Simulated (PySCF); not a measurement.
Geometry:
| atom | x (Å) | y (Å) | z (Å) |
| --- | --- | --- | --- |
| Si1 | 0.192 | -0.010 | -0.373 |
| S2 | 0.291 | 0.027 | 1.738 |
| H3 | -1.054 | 0.049 | 1.884 |
| Cl4 | 2.122 | -0.021 | -1.031 |
| Cl5 | -0.775 | 1.624 | -1.136 |
| Cl6 | -0.776 | -1.669 | -1.082 |

Geometry: PBE0-D3(BJ)/def2-SVP; GIAO shifts from PySCF 2.14.0 with density-fitted response routines, gas phase, non-relativistic, averaged over equivalent atoms.

At KT2/pcSseg-1 (125 basis functions, 12 s wall time on 1 thread of an Arm Neoverse V1, shared host):
```csv
atoms,δ (ppm)
Si1,31.9
S2,-60.2
H3,1.82
Cl4/Cl5/Cl6,224.6
```

References, each an isolated molecule treated in the same way: $^{29}$Si (σ = 361.05 ppm) and $^{1}$H (σ = 31.18 ppm) vs TMS; $^{33}$S (σ = 518.69 ppm) vs CS2; $^{35}$Cl (σ = 942.74 ppm) against HCl.

**Question.** Estimate the result of repeating the calculation with PBE0/pcSseg-1.

**Answer.** 
```json
{"atoms": "Si1", "δ at PBE0/pcSseg-1": "36.1", "change": "+4.2"}
{"atoms": "S2", "δ at PBE0/pcSseg-1": "-97.8", "change": "-37.6"}
{"atoms": "H3", "δ at PBE0/pcSseg-1": "1.79", "change": "-0.03"}
{"atoms": "Cl4/Cl5/Cl6", "δ at PBE0/pcSseg-1": "191.9", "change": "-32.7"}
```

Chemical shifts δ = σref − σ; TMS for $^{29}$Si (351.99 ppm) and $^{1}$H (31.27 ppm); CS2 for $^{33}$S (495.66 ppm); HCl for $^{35}$Cl (943.27 ppm), all at this level.

The largest change is at S2 (sulfur bonded to Si, H). Cost: 125 basis functions, 11 s wall time on 1 thread of an Arm Neoverse V1, shared host.

The averaged Cl atoms aren't alike in the static structure (σ from 699 to 756 ppm); the average presumes fast exchange among these sites.
